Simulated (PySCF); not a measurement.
4,5-dihydro-1,3-oxazol-2-ylsilane (C3H7NOSi), SMILES [SiH3]C1=NCCO1.

Geometry optimised at r2SCAN-D4/def2-SVP. One conformer was computed; it need not be the lowest.

All values below come from PySCF with r2SCAN/def2-TZVP.

Computed frontier levels, gap, dipole moment and polarisability:
* **highest occupied level**: -6.20 eV
* **lowest empty level**: -1.12 eV
* **orbital gap**: 5.07 eV
* **dipole moment**: 1.65 D
* **quadrupole, principal values (traceless, Buckingham form, about the centre of nuclear charge)**: -8.85, -0.25, 9.10 D·Å
* **mean static polarisability**: 72.0 bohr³ (10.67 Å³)
* **polarisability, principal values**: 56.8, 68.5, 90.8 bohr³
